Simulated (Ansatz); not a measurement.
C₄H₅ (SMILES [CH-]=C1CC1), charge -1, singlet, geometry from GFN2-xTB (a gas-phase anion, which may not be bound at this level); B3LYP/3-21G (Ansatz, a program for electronic structure).

Input for Ansatz:
Ansatz 0.2 input:
```yaml
crystal:
  periodic: [false, false, false]
  atoms:
    - {symbol: C, position_ang: [-0.00477750, -0.00846867, 0.42733059]}
    - {symbol: C, position_ang: [-0.00174017, -0.76951404, -0.83385328]}
    - {symbol: C, position_ang: [0.02025666, 0.75423460, -0.88448337]}
    - {symbol: C, position_ang: [-0.02048610, -0.11308971, 1.73328716]}
    - {symbol: H, position_ang: [-0.90781767, -1.26894023, -1.19210447]}
    - {symbol: H, position_ang: [0.89751813, -1.29434815, -1.17242457]}
    - {symbol: H, position_ang: [0.93628317, 1.22602460, -1.25140807]}
    - {symbol: H, position_ang: [-0.87391678, 1.25150097, -1.27114099]}
    - {symbol: H, position_ang: [-0.01158415, 0.90678977, 2.23339151]}
basis:
  gaussian:
    orbitals: 3-21G.json
hamiltonian:
  xc: b3lyp
total_charge: -1
scf: {lower_state_search: full}
```
The basis file holds 3-21G in the JSON format of the Basis Set Exchange.

The log (banner, timings and long lists left out):

```
Functional definition: B3LYP
619 factors; integrals over basis functions are off by at most 1.0e-3 eV
mean field evaluation 1: about -4198.2421 eV, gradient 3.6e1 eV
mean field evaluation 2: about -4198.2028 eV, gradient 3.6e1 eV
mean field evaluation 4: about -4201.4276 eV, gradient 1.1e1 eV
mean field evaluation 8: about -4201.7261 eV, gradient 2.3e-1 eV
mean field evaluation 16: about -4201.7262 eV, gradient 4.8e-5 eV
mean field -4201.72621389 eV, -154.4105903281 hartree, gradient 4.8e-5 eV, S^2 0.000000; 0 other end points of the search recorded, 0 dependent functions left out
reference -4201.72637288 eV, -154.4105961710 hartree; 15, 15 occupied and 31, 31 virtual orbitals, 619 factors
Total energy: -4201.72637288 eV, -154.4105961710 hartree
```
